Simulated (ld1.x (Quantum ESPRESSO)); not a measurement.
## Which change was made? (Cr, RRKJ)

Cr, norm-conserving RRKJ (Kleinman–Bylander form), made with ld1.x (Quantum ESPRESSO) 7.5 (PBE, scalar-relativistic). Core [Ne], reference 3s2 3p6 3d5 4s1 4p0. Waves: 3s (bound): rc 0.80 bohr; 3p (bound): rc 0.90 bohr; 3d (bound): rc 2.15 bohr. Local part: all-electron potential smoothed inside 1.55 bohr (lloc = -2). Core correction: none. rho0 = 0.005.

Occupied shells without a wave of their own: 4s. They enter only through the test configuration that unscreens the potential.

Cutoffs, loose and tight: the cutoffs (Ry, on a coarse ladder) from which the occupation-weighted sum of valence levels, in a spherical-Bessel basis at the reference potential, stays within 10 and 1 mRy of its value at 400 Ry. They do not see the model core or the augmentation charge, which bear on the density cutoff. Test errors are all-electron minus pseudo excitation energies from the reference, over the configurations 3s2 3p6 3d5 4s0 4p0; 3s2 3p6 3d4 4s0 4p0; 3s2 3p6 3d3 4s0 4p0; 3s2 3p6 3d4 4s1 4p1; 3s2 3p6 3d4 4s1 4p0; 3s2 3p5 3d5 4s1 4p0; 3s1 3p6 3d5 4s1 4p0; variants that change the core or the reference have their own tests.

The base gives: outcome: generated; cutoff, loose: 180 Ry; cutoff, tight: 300 Ry; bound ghosts: none; largest test error (meV): -620.

**Question.** After one change the result is: outcome: generated, misses its reference levels by 0.49 eV; cutoff, loose: 90 Ry; cutoff, tight: 140 Ry; bound ghosts: none; largest test error (meV): no test is counted, since the test run did not reproduce the reference configuration. Which change was it?
A. all radii scaled by about 0.92 (s 0.74, p 0.82, d 1.98 bohr); local potential all-electron potential smoothed inside 1.42 bohr (lloc = -2)
B. all radii scaled by about 1.36 (s 1.08, p 1.22, d 2.92 bohr); local potential all-electron potential smoothed inside 2.10 bohr (lloc = -2)
C. all radii scaled by about 0.78 (s 0.62, p 0.70, d 1.68 bohr); local potential all-electron potential smoothed inside 1.20 bohr (lloc = -2)
D. all radii scaled by about 1.23 (s 0.98, p 1.10, d 2.64 bohr); local potential all-electron potential smoothed inside 1.92 bohr (lloc = -2)

**Answer.** B. The others give: all radii scaled by about 0.92 (s 0.74, p 0.82, d 1.98 bohr); local potential all-electron potential smoothed inside 1.42 bohr (lloc = -2) → outcome: generated, misses its reference levels by 0.17 eV; cutoff, loose: 200 Ry; cutoff, tight: 260 Ry; bound ghosts: none; largest test error (meV): -424 | all radii scaled by about 1.23 (s 0.98, p 1.10, d 2.64 bohr); local potential all-electron potential smoothed inside 1.92 bohr (lloc = -2) → outcome: generated, misses its reference levels by 0.31 eV; cutoff, loose: 120 Ry; cutoff, tight: 200 Ry; bound ghosts: none; largest test error (meV): no test is counted, since the test run did not reproduce the reference configuration | all radii scaled by about 0.78 (s 0.62, p 0.70, d 1.68 bohr); local potential all-electron potential smoothed inside 1.20 bohr (lloc = -2) → outcome: failed: compute_chi: n is too large.
